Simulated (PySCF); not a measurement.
C5H7NO.
Geometry (GFN2-xTB, Å), atoms numbered from 1 in this order:
```xyz
14
C5H7NO angstrom
C      2.9970   -0.5368   -0.0878
C      1.9272    0.0001    0.0026
C      0.7552    0.8394    0.1472
O      0.8657    2.0333    0.3572
N     -0.4351    0.2042    0.0329
C     -0.5851   -1.2041   -0.2176
C     -1.6568    0.9581    0.1657
H      3.9136   -1.0430   -0.1738
H     -1.1392   -1.6759    0.5995
H     -1.1399   -1.3643   -1.1469
H      0.3924   -1.6744   -0.3020
H     -1.3962    1.9986    0.3519
H     -2.2484    0.8888   -0.7508
H     -2.2510    0.5756    0.9996
```

Method: TDDFT CAM-B3LYP/def2-SVPD, vertical, gas phase, core orbitals frozen in the response (PySCF 2.14.0, density-fitted response routines).

Transition dipole moments from the ground state, in atomic units and in the frame of the coordinates above (overall signs are arbitrary), for the states with f of 0.002 or more among the lowest 8:

```tsv
state	E (eV)	μx	μy	μz
S2	5.978	-1.086	-0.471	-0.085
S4	6.271	0.181	-0.394	-0.068
S5	6.762	0.001	0.080	-0.449
S8	7.540	-0.159	0.239	0.042
```

Work out the oscillator strengths.

f = (2/3) ΔE |μ|² with ΔE in hartree (27.2114 eV).

```tsv
state	|μ|² (au)	|μ| (D)	f
S2	1.408	3.02	0.206
S4	0.193	1.12	0.030
S5	0.208	1.16	0.034
S8	0.084	0.74	0.016
```

What is the point group, and which symmetry does each of these states have?

Cs. From a totally symmetric ground state, an allowed state transforms like the component of the dipole operator along its μ. Polarised normal to the mirror plane, so A″: S5. Polarised in the mirror plane, so A′: S2, S4 and S8.

Which bond between heavy atoms lies closest to the direction of the S2 transition dipole?

C3–N5, at 5° from it; next C1–C2 at 51°.

What angle do the transition dipoles of S2 and S5 make?

|cos θ| = |μa·μb| / (|μa| |μb|) = 0.00, so θ ≈ 90° (taken between 0 and 90°, since the signs are arbitrary).

What peak molar absorption coefficient would the strongest computed level give as a lone Gaussian band 0.4 eV wide at half height?

ε(max) = 2.175×10⁸ f / FWHM, with the width in cm⁻¹. S2: 2.175×10⁸ × 0.2062 / 3226 ≈ 14000 L mol⁻¹ cm⁻¹.

One conformer stands for the species.
